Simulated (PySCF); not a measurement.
**Assigning NMR signals**

Mapped SMILES: `[Cl:1][CH2:2][C:3]1=[CH:4][C:5]2([CH:6]=[CH:7]1)[CH2:8][CH2:9]2`; H(Xn) means a hydrogen on atom n.

PySCF calculation with structure optimised with PBE0-D3(BJ)/def2-SVP and NMR shieldings at B3LYP/pcSseg-1/GIAO; averaged over atoms made equivalent by symmetry, fast rotation or ring inversion, single conformer, in vacuum, non-relativistic.

Referencing at the same level of theory: ¹³C, ¹H against TMS.

Q: Assign these signals to the numbered atoms. ¹³C{¹H} NMR (computed): δ 150.0 (C), 149.7 (CH), 144.9 (CH), 138.6 (CH), 48.5 (CH2), 39.6 (C), 15.7 (CH2).

A: 
150.0 → C3, fully substituted alkene carbon: the olefinic region
149.7 → C6, alkene CH: as expected for a trigonal carbon in a double bond
144.9 → C4, alkene CH
138.6 → C7, alkene CH
48.5 → C2, allylic sp3 CH2 bonded to Cl: deshielded by the electronegative neighbour
39.6 → C5, three-membered-ring carbon: saturated and bonded to C and H only
15.7 → C8/C9, three-membered-ring carbon

C3 and C6 lie closer than the usual error of such a calculation, so a measured spectrum could show them in the other order.

Q: Assign these signals to the numbered atoms. ¹H NMR (400 MHz, computed): δ 6.68 (d, 1H), 6.14 (d, 1H), 5.93 (s, 1H), 4.25 (s, 2H), 1.48 (m, 2H), 1.46 (m, 2H).

A: 
6.68 → H(C7), hydrogen on an alkene CH: attached to an sp2 carbon and in the plane of the double bond
6.14 → H(C6), hydrogen on an alkene CH
5.93 → H(C4), hydrogen on an alkene CH
4.25 → H(C2), hydrogen on an allylic sp3 CH2 bonded to Cl: its carbon carries Cl, an electronegative neighbour
1.48 → Hb(C8)/Hb(C9), hydrogen on a three-membered-ring carbon: cyclopropane-type protons are shielded by the ring
1.46 → Ha(C8)/Ha(C9), hydrogen on a three-membered-ring carbon

Hb(C8)/Hb(C9) and Ha(C8)/Ha(C9) lie closer than the usual error of such a calculation, so a measured spectrum could show them in the other order.

Carbons that carry Cl, above all several Cl atoms, come out too deshielded, partly because spin–orbit coupling is missing. Shifts are as computed. Against solution values, carbons near 30 ppm lie about +2 ppm off and those near 130 ppm about +6 ppm. Of 1211 compounds with measured shifts, 218 miss one by over three times the rms of a fit or turn the order of signals round; such compounds aren't used in these exercises. No couplings were computed; multiplicities are counted from neighbouring protons, with m where these are inequivalent, close in shift, in a saturated or five-membered ring or joined by F or P, and br s for small geminal =CH2 splittings.
